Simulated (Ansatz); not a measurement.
Reaction (redistribution): `C=C[SiH](O)Cl` + `O[SiH2][CH2][SnH3]` → `C=C[SiH](O)[SiH2]O` + `Cl[CH2][SnH3]`

Program: Ansatz. Geometries: PBE0-D4/def2-TZVP. ΔE: electronic, gas phase. CCSD(T)/CBS adds triple-zeta CCSD(T) − MP2 to the extrapolated MP2 energy (def2 sets, frozen cores). DFT in def2-TZVPP. def2 core potentials past Kr. For Sn outer-core shells are correlated without core-valence functions, which leaves a few kJ/mol of doubt a bond. One conformer a species, not always the lowest.

`C=C[SiH](O)Cl`:

Cartesian coordinates in Å:
```
C -0.947 -0.501 -1.278
C 0.065 -0.847 -0.487
Si 0.855 0.348 0.681
O -0.012 1.727 0.825
Cl 1.021 -0.601 2.505
H -1.411 -1.202 -1.966
H -1.354 0.506 -1.273
H 0.441 -1.867 -0.531
H 2.213 0.762 0.275
H -0.870 1.675 1.249
```

`O[SiH2][CH2][SnH3]`:

```xyz
12

O     0.747    1.596    1.407
Si   -0.702    1.201    0.724
C    -0.479    0.271   -0.870
Sn    0.625   -1.555   -0.620
H     1.313    0.873    1.682
H    -1.514    0.354    1.646
H    -1.388    2.500    0.517
H    -1.452    0.006   -1.296
H     0.053    0.885   -1.601
H     1.668   -1.396    0.734
H    -0.445   -2.851   -0.324
H     1.575   -1.884   -1.998
```

`C=C[SiH](O)[SiH2]O`:

Z-matrix (Å, degrees):
```
Si
C 1 1.854
Si 1 2.352 2 111.3
O 1 1.659 2 107.4 3 119.8
H 1 1.496 2 110.3 3 -122.0
C 2 1.331 1 123.5 3 17.2
H 2 1.090 1 118.1 3 -164.3
O 3 1.660 1 108.1 2 -57.4
H 3 1.494 1 110.9 2 64.1
H 3 1.496 1 110.3 2 -178.6
H 4 0.958 1 117.0 2 154.0
H 6 1.087 2 122.0 1 178.0
H 6 1.087 2 122.0 1 -1.2
H 8 0.958 3 117.4 1 -177.2
```

`Cl[CH2][SnH3]`:

```xyz
8

Cl    2.322    0.305    0.174
C     0.843   -0.688    0.217
Sn   -0.896    0.524   -0.190
H     0.779   -1.142    1.204
H     0.952   -1.475   -0.527
H    -0.993    1.739    0.998
H    -2.285   -0.471   -0.135
H    -0.723    1.208   -1.740
```

```
             level  ΔE (kJ/mol)
            PBE-D4        200.3
         r2SCAN-D4        221.2
           PBE0-D4        210.9
           ωB97X-V        214.9
            r2SCAN        221.3
              PBE0        210.3
   CCSD/def2-TZVPP        222.1
CCSD(T)/def2-TZVPP        221.0
```

Task: What does CCSD(T)/CBS give? (Best estimate.)

Result: Ansatz gave: +223.1 kJ/mol. The listed levels differ from it by -22.8, -1.9, -12.2, -8.2, -1.8, -12.8, -1.0, -2.1 kJ/mol.

Largest T1 diagnostic among the species: 0.012.

From PBE to PBE0 (25 % exact exchange), in def2-TZVPP and without D4, ΔE moves by +10.8 kJ/mol.
